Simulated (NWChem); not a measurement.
# HfI$_{3}$ cation; SMILES [I][Hf+]([I])[I]

No frequency run checked for a minimum. The spin multiplicity was typed, not searched, and may not be the lowest. def2 effective core potentials on I, Hf; no spin-orbit coupling.

**Question.** Give the equilibrium geometry at PBE0/def2-SVP with def2 effective core potentials on I, Hf (NWChem) as an XYZ file, with the point group.

**Answer.** point group D3h; any orientation.
```
4

Hf     0.0000     0.0000     0.0000
I     -1.8602    -1.8602     0.0000
I     -0.6809     2.5410     0.0000
I      2.5410    -0.6809     0.0000
```
